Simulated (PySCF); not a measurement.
Ga(H)(Me)2(OH2), C₂H₉GaO, singlet, PBE0/def2-SVP optimised geometry.

```
13

Ga    -0.53    -0.93     0.00
H     -0.62    -1.74    -1.37
C     -0.71    -1.98     1.69
H     -0.25    -2.98     1.63
H     -1.78    -2.13     1.91
H     -0.28    -1.44     2.55
C     -0.90     1.01     0.00
H     -1.98     1.18    -0.08
H     -0.42     1.52    -0.85
H     -0.56     1.49     0.93
O      1.69    -0.93     0.00
H      1.98    -1.35    -0.82
H      1.98    -1.52     0.71
```

Density from PBE0/def2-TZVP (PySCF 2.14.0) at that geometry.

Minimum of the electron density along straight lines between bonded atoms, close to the bond critical point (lines longer than 1.1 times the sum of covalent radii, or with two minima, are not listed):

```csv
bond,length / Å,ρ at the minimum / e bohr⁻³,∇²ρ there / e bohr⁻⁵,position (fraction from the first atom)
Ga1–H2,1.594,0.108,…,0.59
Ga1–C3,1.990,0.109,0.21,0.47
C3–H4,1.103,0.264,-0.85,0.64
C3–H5,1.103,0.263,-0.85,0.64
C3–H6,1.103,0.264,-0.85,0.64
Ga1–C7,1.978,0.112,0.20,0.48
C7–H8,1.103,0.263,-0.85,0.64
C7–H9,1.101,0.265,-0.86,0.64
C7–H10,1.101,0.265,-0.86,0.64
O11–H12,0.966,0.356,-2.47,0.81
O11–H13,0.966,0.356,-2.46,0.81
```

**Question.** Fill in the missing entries.

**Answer.** 
- Ga1–H2, ∇²ρ there / e bohr⁻⁵: 0.15
